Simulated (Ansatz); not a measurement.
Mulliken charges of CH$_{4}$FGa, SMILES `[CH3][GaH][F]` from B3LYP/def2-TZVPP in Ansatz (PBE0-D4/def2-TZVP geometry).

| atom | x (Å) | y (Å) | z (Å) | charge (e) |
| --- | --- | --- | --- | --- |
| C1 | -0.636 | 0.653 | -0.191 | -0.382 |
| Ga2 | 0.635 | -0.797 | 0.099 | 0.523 |
| F3 | 1.909 | -0.416 | 1.262 | -0.407 |
| H4 | -1.465 | 0.555 | 0.516 | 0.097 |
| H5 | -0.154 | 1.615 | -0.014 | 0.112 |
| H6 | -1.051 | 0.631 | -1.200 | 0.105 |
| H7 | 0.762 | -2.242 | -0.473 | -0.049 |

Q: By hand: the dipole of these point charges (1 e Å = 4.8032 D).

A: Σ q r = (-0.509, -0.086, -0.443) e Å, of length 0.680 e Å = 3.27 D.

Q: How does the dipole of the full density compare? (Estimate.)

A: The calculation gave: (-0.445, 0.022, -0.329) e Å, 2.66 D; the point charges give 1.23 times that, at 11° from its direction.

Point charges leave out the atoms' own dipoles, such as those of lone pairs, and Mulliken's split depends on the basis, so the two needn't agree.

B3LYP here is the variant with VWN-RPA as its local correlation; programs differ in this.
